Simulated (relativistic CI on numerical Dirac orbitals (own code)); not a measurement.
# Tl LXV: sensitivity of the levels to the model

Base calculation: Dirac-Coulomb-Breit CI, orbitals from a KLI potential per configuration, model QED (radiative potential, 1s self-energy scaled to tabulated hydrogen-like ionisation energies), unscaled Slater integrals.

Configurations in the expansion (outside the closed core [Ne]): 3s2.3p5, 3s2.3p4.3d, 3s.3p6, 3s.3p5.3d, 3s.3p4.3d2, 3p6.3d, 3s2.3p3.3d.4p, 3s2.3p4.4s, 3s.3p4.3d.4s, 3p6.4s, 3s2.3p4.4p, 3p6.4p, 3s2.3p4.4d, 3s.3p5.4s, 3s2.3p4.4f, 3p5.3d.4p, 3s.3p5.4p, 3s.3p5.4d, 3s.3p5.4f, 3s2.3p4.5s, 3s2.3p4.5p, 3s2.3p3.4s.4p, 3s2.3p4.5d, 3s2.3p4.5f, 3s2.3p4.5g, 3s.3p4.4s2, 3s.3p5.5s, 3s.3p5.5p, 3s2.3p3.3d2, 3s2.3p2.3d3, 3s.3p3.3d3, 3s2.3p2.3d2.4s, 3s2.3p2.3d2.4p, 3s2.3p2.3d2.4d, 3p5.3d2, 3p4.3d3, 3p4.3d2.4s, 3p4.3d2.4p, 3p4.3d2.4d, 3s2.3p3.3d.4s, 3s.3p3.3d2.4s, 3s2.3p2.3d.4s2, 3s2.3p2.3d.4s.4p, 3s2.3p2.3d.4s.4d, 3p5.3d.4s, 3p4.3d.4s2, 3p4.3d.4s.4p, 3p4.3d.4s.4d, 3s2.3p3.4s2, 3s.3p3.3d.4s2, 3s2.3p2.4s2.4p, 3s2.3p2.4s2.4d, 3s2.3p3.4p2, 3s2.3p2.3d.4p2, 3s.3p3.3d.4p2, 3s2.3p2.4s.4p2, 3s2.3p2.4p3, 3s2.3p2.4p2.4d. Double excitations out of closed p, d and f shells are left out; levels of such configurations are missing from the list, as are those of other unlisted configurations, and high levels can miss mixing partners. These lack a partner that the ground configuration has and come out too high: 3s2.3p4.4f, 3s.3p5.4p, 3s.3p5.4d, 3s.3p5.4f, 3s2.3p4.5s.

Variants: (1) valence Slater integrals scaled by 0.9; (2) QED terms removed; (3) one mean potential for all configurations. Shifts of the energy above 3s2.3p5 2P°_3/2, in eV, for the lowest level and the first level of each name with at least 55 % of one term (blank where a level changes its place among those of its configuration and J or its character, or is not in the variant):

| Level | Base | Δ(1) | Δ(2) | Δ(3) |
| --- | --- | --- | --- | --- |
| 3s2.3p5 2P°_3/2 | 0.000 | 0.000 | 0.000 | 0.000 |
| 3s2.3p4.3d 2D_3/2 | 298.541 | -1.596 | +1.311 | -0.215 |
| 3s2.3p4.3d 4F_9/2 | 389.818 | +0.753 | +1.006 | -0.219 |
| 3s2.3p4.3d 2P_1/2 | 398.904 | +0.290 | +1.042 | -0.217 |
| 3s2.3p4.3d 2D_5/2 | 422.983 | -2.292 | +1.015 | -0.219 |
| 3s2.3p5 2P°_1/2 | 539.679 | +0.406 | -0.385 | +0.009 |
| 3s.3p6 2S_1/2 | 762.703 | +3.813 | +4.433 | +0.044 |
| 3s2.3p4.3d 4D_1/2 | 792.391 | +2.957 | +1.094 | -0.199 |
| 3s2.3p4.3d 2G_7/2 | 813.813 | +0.544 | +0.898 | -0.213 |
| 3s2.3p4.3d 2G_9/2 | 933.387 | +0.498 | +0.605 | -0.216 |

At this charge energies of transitions that change n are usually good to better than 1 %, and those within a shell (Δn = 0) to a few per cent.

Ionisation energy from the two ground configurations alone: base 7279.97 eV. The NIST ASD value (theoretical) is 7281 eV.

LS names give the leading component of a level, which can be under half, so a name can repeat, a term be missing and a line seem to break the LS rules.
